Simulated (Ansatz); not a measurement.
Pulling on the Cd1–F2 bond in CdFI (SMILES [F][Cd][I]) (multiplicity 1 held, fragments rigid). Energies count from the point at 1.953 Å.
Geometry at that point (charge 0, multiplicity 1):
```xyz
3

Cd     0.0000     0.0000    -1.0853
F      0.0000     0.0000    -3.0387
I      0.0000     0.0000     1.4989
```

| level | energy at R = 6.251 Å (kcal/mol) | cost |
|---|---|---|
| R-HF/def2-TZVPP | 159.36 | - |
| U-HF/def2-TZVPP | 62.78 | - |
| R-PBE/def2-TZVPP | 102.97 | ×1 |
| U-PBE/def2-TZVPP | 92.28 | - |
| R-r2SCAN/def2-TZVPP | 113.74 | ×2 |
| U-r2SCAN/def2-TZVPP | 95.41 | - |
| R-B3LYP/def2-TZVPP | 116.31 | ×1 |
| U-B3LYP/def2-TZVPP | 94.47 | - |
| R-wB97X-V/def2-TZVPP | 149.73 | ×2 |
| U-wB97X-V/def2-TZVPP | 105.27 | - |
| R-MP2/def2-TZVPP | 152.19 | - |
| U-MP2/def2-TZVPP | 105.77 | - |
| R-SCS-MP2/def2-TZVPP | 149.90 | - |
| U-SCS-MP2/def2-TZVPP | 102.77 | - |
| U-CCSD/def2-TZVPP | 96.19 | - |
| CASSCF(6,4)/def2-TZVPP | 79.24 | - |
| SC-NEVPT2 on CASSCF(6,4)/def2-TZVPP | 101.75 | - |
| FIC-NEVPT4(SD) on CASSCF(6,4)/def2-TZVPP | 99.02 | - |
| FIC-MRCISD on CASSCF(6,4)/def2-TZVPP | 94.77 | - |
| FIC-MRCISD+Q on CASSCF(6,4)/def2-TZVPP | 98.21 | - |

The rows run from 62.78 (U-HF/def2-TZVPP) to 159.36 kcal/mol (R-HF/def2-TZVPP). The 4 U-functionals in def2-TZVPP without D3 or D4 span 12.99, from U-PBE to U-wB97X-V.

Restricted levels (R-, RO-) in cc, def2 and unpolarised 6-31G sets keep to the state of the molecule at rest. Unrestricted levels (U-) break spin symmetry where that is lower. Active spaces are followed from a long bond inwards. Curves can end on different states.

Cores are frozen in the correlated methods. Filled d and f shells under p-block atoms count as core.

Doubts at one or more of the structures used: a restricted determinant that unrestricted orbitals would lower (R-HF/def2-TZVPP, R-PBE/def2-TZVPP, R-r2SCAN/def2-TZVPP, R-B3LYP/def2-TZVPP, R-wB97X-V/def2-TZVPP, R-MP2/def2-TZVPP, R-SCS-MP2/def2-TZVPP); a spin-contaminated determinant (U-HF/def2-TZVPP, U-PBE/def2-TZVPP, U-r2SCAN/def2-TZVPP, U-B3LYP/def2-TZVPP, U-wB97X-V/def2-TZVPP, U-MP2/def2-TZVPP, U-SCS-MP2/def2-TZVPP, U-CCSD/def2-TZVPP); active orbitals that take no part (CASSCF(6,4)/def2-TZVPP, SC-NEVPT2 on CASSCF(6,4)/def2-TZVPP, FIC-NEVPT4(SD) on CASSCF(6,4)/def2-TZVPP, FIC-MRCISD on CASSCF(6,4)/def2-TZVPP, FIC-MRCISD+Q on CASSCF(6,4)/def2-TZVPP).

Run with Ansatz (Gaussian basis) for Hartree–Fock, density functionals and correlated methods. Each number belongs to the level named beside it. In def2 rows elements past Kr take small-core potentials, without spin–orbit coupling.

Costs are rough ratios of core time to R-PBE/def2-TZVPP (about 5 s over the structures, on one shared machine); a dash marks a level with no comparable run of its own.

Ansatz is a program for electronic structure.
